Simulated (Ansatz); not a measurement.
`CBCCO` → B• + 3 C• + 9 H• + O•  (atomization)

Calculated with Ansatz (gas phase, PBE0-D4/def2-TZVP geometries, no zero-point term in ΔE). CCSD(T)/CBS is the MP2 limit (def2-TZVPP, def2-QZVPP) plus CCSD(T) − MP2 in def2-TZVPP, frozen cores. This one scheme is used for every species, atoms too. Functionals use def2-TZVPP. B3LYP here is the variant with VWN-RPA as its local correlation; programs differ in this. HSE06 is defined as in plane-wave codes. No spin–orbit coupling; open shells (•) take unrestricted orbitals. Spin–orbit coupling would lower the free atoms: a little for B, C, O. Each species was taken in one conformer, which may not be the lowest.

| level | ΔE (eV) | difference from CCSD(T)/CBS |
| --- | --- | --- |
| LDA (SPW92) | 63.47 | 7.75 |
| PBE-D4 | 56.82 | 1.10 |
| revPBE-D4 | 55.55 | -0.17 |
| r2SCAN-D4 | 56.02 | 0.30 |
| B97M-V | 55.95 | 0.23 |
| PBE0-D4 | 56.09 | 0.37 |
| B3LYP-D4 | 55.89 | 0.17 |
| r2SCANh-D4 | 55.77 | 0.05 |
| r2SCAN0-D4 | 55.42 | -0.30 |
| HSE06-D4 | 56.13 | 0.41 |
| BHLYP-D4 | 54.56 | -1.16 |
| ωB97X-V | 55.87 | 0.15 |
| ωB97M-V | 56.01 | 0.29 |
| B2PLYP | 55.33 | -0.39 |
| PBE-QIDH | 55.66 | -0.06 |
| PBE | 56.60 | 0.88 |
| revPBE | 54.76 | -0.96 |
| BLYP | 55.12 | -0.60 |
| r2SCAN | 55.96 | 0.24 |
| PBE0 | 55.90 | 0.18 |
| B3LYP | 55.53 | -0.19 |
| r2SCANh | 55.71 | -0.01 |
| r2SCAN0 | 55.35 | -0.37 |
| HSE06 | 55.95 | 0.23 |
| BHLYP | 54.32 | -1.40 |
| LC-ωPBE | 55.80 | 0.08 |
| HF/def2-SVP | 42.64 | -13.08 |
| MP2/def2-SVP | 53.83 | -1.89 |
| CCSD/def2-SVP | 52.96 | -2.76 |
| CCSD(T)/def2-SVP | 53.38 | -2.34 |
| MP2/def2-TZVPP | 55.18 | -0.54 |
| SCS-MP2/def2-TZVPP | 55.00 | -0.72 |
| CCSD/def2-TZVPP | 53.86 | -1.86 |
| CCSD(T)/def2-TZVPP | 54.51 | -1.21 |
| HF/def2-QZVPP | 42.04 | -13.68 |
| MP2/def2-QZVPP | 55.90 | 0.18 |
| SCS-MP2/def2-QZVPP | 55.80 | 0.08 |
| HF/CBS(def2) | 42.05 | -13.67 |
| MP2/CBS(def2) | 56.40 | 0.68 |
| CCSD/CBS(def2) | 55.08 | -0.64 |
| CCSD(T)/CBS | 55.72 | 0 |

Q: What do rigid-rotor, harmonic-oscillator terms from PBE0-D4/def2-TZVP frequencies (298.15 K, 1 bar) make of the CCSD(T)/CBS value? (Estimate.)

A: Ansatz gave: ΔZPE = -3.23 eV, ΔH = +53.16 eV, ΔS = 1471 J/(mol·K), ΔG = +48.62 eV. Open shells count their whole term as degenerate.

Largest T1 diagnostic among the species: 0.014.

The D4 term adds +0.36 eV with B3LYP and +0.19 eV with PBE0; it sums over pairs of atoms, weighted by their polarisabilities, and B3LYP, whose exchange is more repulsive, gets the larger term. From BLYP to BHLYP (50 % exact exchange), in def2-TZVPP and without D4, ΔE moves by −0.80 eV: exact exchange takes away binding that semilocal exchange gives to molecules.

For atomizations the MP2-based limit and the directly extrapolated one differ by several kJ/mol either way, and by 10 to 25 for some Ge, Se and Sn compounds, so smaller differences from it don't rank the levels.
